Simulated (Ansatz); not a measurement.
## Ansatz (development build ahead of 0.2.0) run

```yaml
crystal:
  periodic: [false, false, false]
  atoms:
    - { symbol: Al, position_ang: [0.00817, 0.00491, -0.00302] }
    - { symbol: Cl, position_ang: [2.0815, -0.00341, 0.00905] }
    - { symbol: Cl, position_ang: [-1.04272, 1.79308, 0.00597] }
    - { symbol: Cl, position_ang: [-1.03797, -1.80716, -0.00723] }
basis:
  gaussian: { orbitals: STO-3G }
hamiltonian:
  xc: hf
correlation:
  method: mp2
  frozen_orbitals: { Al: 5, Cl: 5 }
```

The input is written out in the form of the current development build from the run's settings.

The run gave:

```json
{
  "Converged": "yes",
  "Reference energy": "-1603.02574 hartree",
  "Correlation energy": "-0.03335 hartree",
  "Total energy": "-1603.05910 hartree",
  "Spin squared of the determinant": "0.000"
}
```
